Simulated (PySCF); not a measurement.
Computed XPS line lists of a few unrelated compounds.

The calculation used PySCF, delta-SCF UKS SCAN, pcX-2 on the ionised atom, pcseg-1 elsewhere, spin-free X2C. Geometries: PBE0-D3(BJ)/def2-SVP; isolated species, one conformer each.

Line lists (1s up to Mg, 2p3/2 beyond, nothing for Al or Ga; areas count atoms within a level, one atom standing for each set equivalent by bonding):
1. C 1s: 290.36 (area 2), 291.10 (area 2) eV; N 1s: 403.75 eV
2. C 1s: 293.31 eV; O 1s: 540.46 eV
3. C 1s: 285.75 (area 1), 285.78 (area 1), 286.13 (area 1), 287.89 (area 1) eV; O 1s: 530.79 (area 1), 530.81 (area 1) eV
4. B 1s: 195.94 eV; C 1s: 290.16 eV; Si 2p3/2: 107.00 eV

Structures:
A. `[O+](C)(C)[AlH3-]`
B. `C=CCC(=O)[O-]`
C. `BC[SiH3]`
D. `[GaH2][N]1CCCC1`

Which list belongs to which compound?

- 1 = D: no other candidate has this set of levels. C 1s: 290.36 ring CH2 carbon (×2), 291.10 sp3 carbon bound to nitrogen (×2); N 1s: 403.75 nitrogen bonded to 2 C and Ga.
- 2 = A: no other candidate has these counts of sites. C 1s: 293.31 O-methyl carbon (×2); O 1s: 540.46 oxygen bonded to Al and 2 C.
- 3 = B: no other candidate has these counts of sites. C 1s: 285.75 terminal =CH2 carbon, 285.78 sp3 carbon next to a carbonyl, 286.13 alkene CH carbon, 287.89 carboxylate carbon; O 1s: 530.79 carboxylate oxygen, 530.81 carboxylate oxygen.
- 4 = C: no other candidate has this set of levels. B 1s: 195.94 three-coordinate boron; C 1s: 290.16 sp3 carbon bound to silicon; Si 2p3/2: 107.00 SiH3 silicon.

The 2p values add to the ΔSCF energy of one spin-free hole a correction within the shell (spin–orbit coupling, ligand field). 1 of these hole states is spin-contaminated (⟨S²⟩ 0.92, against 0.75; counted from 0.85) and less certain.
